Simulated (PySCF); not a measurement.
CH3O (SMILES C=[OH+]), charge +1, singlet, at a GFN2-xTB geometry; MN15/def2-TZVP (PySCF).

The PySCF input:
```python
from pyscf import gto, scf, dft

mol = gto.Mole()
mol.atom = '''
    O    -0.103649   -0.129330    0.589891
    C     0.111729    0.040165   -0.600830
    H     0.141939    1.016085   -1.104047
    H     0.288384   -0.857768   -1.211331
    H    -0.271502    0.635328    1.201233
'''
mol.basis = 'def2-tzvp'
mol.charge = 1
mol.spin = 0
mol.verbose = 4
mol.build()

mf = dft.RKS(mol)
mf.xc = 'mn15'
mf.kernel()
```

Output, abridged:

```
PySCF version 2.14.0

[INPUT] verbose = 4
[INPUT] num. atoms = 5
[INPUT] num. electrons = 16
[INPUT] charge = 1
[INPUT] spin (= nelec alpha-beta = 2S) = 0
[INPUT] symmetry False subgroup None
[INPUT] Mole.unit = angstrom
[INPUT] Symbol           X                Y                Z      unit          X                Y                Z       unit  Magmom
[INPUT]  1 O     -0.103649000000  -0.129330000000   0.589891000000 AA   -0.195868223085  -0.244398279690   1.114732433346 Bohr   0.0
[INPUT]  2 C      0.111729000000   0.040165000000  -0.600830000000 AA    0.211137210172   0.075900849793  -1.135404147422 Bohr   0.0
[INPUT]  3 H      0.141939000000   1.016085000000  -1.104047000000 AA    0.268225836395   1.920122369279  -2.086346458648 Bohr   0.0
[INPUT]  4 H      0.288384000000  -0.857768000000  -1.211331000000 AA    0.544966778707  -1.620946598416  -2.289083836196 Bohr   0.0
[INPUT]  5 H     -0.271502000000   0.635328000000   1.201233000000 AA   -0.513064422272   1.200595919268   2.270001381790 Bohr   0.0

nuclear repulsion = 37.3455524260413
number of shells = 34
number of NR pGTOs = 116
number of NR cGTOs = 80
basis = def2-tzvp
ecp = {}

******** <class 'pyscf.dft.rks.RKS'> ********
method = RKS
initial guess = minao
damping factor = 0
level_shift factor = 0
DIIS = <class 'pyscf.scf.diis.CDIIS'>
diis_start_cycle = 1
diis_space = 8
diis_damp = 0
SCF conv_tol = 1e-09
SCF conv_tol_grad = None
SCF max_cycles = 50
direct_scf = True
direct_scf_tol = 1e-13
XC library pyscf.dft.libxc version 7.1.2
    S. Lehtola, C. Steigemann, M. J. T. Oliveira, and M. A. L. Marques,  SoftwareX 7, 1–5 (2018)
XC functionals = mn15
    H. S. Yu, X. He, S. L. Li, and D. G. Truhlar,  Chem. Sci. 7, 5032–5051 (2016)
    H. S. Yu, X. He, S. L. Li, and D. G. Truhlar,  Chem. Sci. 7, 5032–5051 (2016)
radial grids:
    Treutler-Ahlrichs [JCP 102, 346 (1995); DOI:10.1063/1.469408] (M4) radial grids

becke partition: Becke, JCP 88, 2547 (1988); DOI:10.1063/1.454033
pruning grids: <function nwchem_prune>
grids dens level: 3
symmetrized grids: False
atomic radii adjust function: <function treutler_atomic_radii_adjust>
small_rho_cutoff = 0
Set gradient conv threshold to 3.16228e-05
Initial guess from minao.
tot grids = 57624
init E= -115.239642113845
  HOMO = -0.382212263195346  LUMO = -0.113030829601492  gap/eV = 7.32480
cycle= 1 E= -114.645652464795  delta_E= 0.594  |g|= 0.524  |ddm|= 1.47
  HOMO = -0.675630984633152  LUMO = -0.382592483402195  gap/eV = 7.97398
cycle= 2 E= -114.593945092365  delta_E= 0.0517  |g|= 0.796  |ddm|= 0.569
  HOMO = -0.714793847985828  LUMO = -0.354663790870692  gap/eV = 9.79964
cycle= 3 E= -114.703522905447  delta_E= -0.11  |g|= 0.0828  |ddm|= 0.337
  HOMO = -0.697469272094338  LUMO = -0.331646188993808  gap/eV = 9.95455
cycle= 4 E= -114.704628166322  delta_E= -0.00111  |g|= 0.0214  |ddm|= 0.0492
  HOMO = -0.699725811614773  LUMO = -0.334174211949431  gap/eV = 9.94717
cycle= 5 E= -114.704713290764  delta_E= -8.51e-05  |g|= 0.00458  |ddm|= 0.0162
  HOMO = -0.698880009197953  LUMO = -0.332943105895193  gap/eV = 9.95765
cycle= 6 E= -114.704717587519  delta_E= -4.3e-06  |g|= 0.000653  |ddm|= 0.00356
  HOMO = -0.69896284834887  LUMO = -0.333012812117474  gap/eV = 9.95801
cycle= 7 E= -114.704717682538  delta_E= -9.5e-08  |g|= 7.21e-05  |ddm|= 0.000732
  HOMO = -0.698966081400929  LUMO = -0.333016595075009  gap/eV = 9.95799
cycle= 8 E= -114.70471768419  delta_E= -1.65e-09  |g|= 2.8e-05  |ddm|= 9.7e-05
  HOMO = -0.698966071805458  LUMO = -0.333014444583281  gap/eV = 9.95805
cycle= 9 E= -114.704717684354  delta_E= -1.64e-10  |g|= 3.16e-06  |ddm|= 2.15e-05
  HOMO = -0.698966419917788  LUMO = -0.333014223700445  gap/eV = 9.95807
Extra cycle  E= -114.704717684354  delta_E= 3.41e-13  |g|= 3.64e-06  |ddm|= 2.93e-06
converged SCF energy = -114.704717684354
```
